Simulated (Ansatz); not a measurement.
`C[O][Mo]([OH])([F])([F])([Cl])[O]C` and `C[O][Mo]([OH])([F])([F])([F])[Cl]` differ in one atom or group.

Ansatz, PBE0-D4/def2-TZVP geometries, multiplicity 1. Each molecule was computed in one conformer, which needn't be the lowest.

Elements past krypton have def2 core potentials.

```csv
property,`C[O][Mo]([OH])([F])([F])([Cl])[O]C`
"ideal-gas entropy at 298 K and 1 bar (rigid rotor, harmonic PBE0-D4/def2-TZVP) / J/(mol·K)",478
LUMO energy (B3LYP/def2-TZVPP) / eV,-3.92
HOMO–LUMO gap (PBE0/def2-TZVPP) / eV,4.81
HOMO energy (PBE0/def2-TZVPP) / eV,-8.54
LUMO energy (PBE/def2-TZVPP) / eV,-4.21
size of the dipole moment (ωB97M-V/def2-TZVPP) / D,4.16
```

Problem. What does the change do to each property? (Estimate.)

Solution. The calculation gave: 
| property | `C[O][Mo]([OH])([F])([F])([F])[Cl]` | shift |
| --- | --- | --- |
| ideal-gas entropy at 298 K and 1 bar (rigid rotor, harmonic PBE0-D4/def2-TZVP) / J/(mol·K) | 438 | -40 |
| LUMO energy (B3LYP/def2-TZVPP) / eV | -4.53 | -0.61 |
| HOMO–LUMO gap (PBE0/def2-TZVPP) / eV | 4.78 | -0.03 |
| HOMO energy (PBE0/def2-TZVPP) / eV | -9.11 | -0.57 |
| LUMO energy (PBE/def2-TZVPP) / eV | -4.78 | -0.57 |
| size of the dipole moment (ωB97M-V/def2-TZVPP) / D | 4.58 | 0.42 |

The zero-point energy changes by -104.9 kJ/mol with -12 modes. Dipoles are sizes alone; their direction can turn. Modes under 60 cm⁻¹, often nearly free rotors, make the harmonic entropy too high.

B3LYP here is the variant with VWN-RPA as its local correlation; programs differ in this.
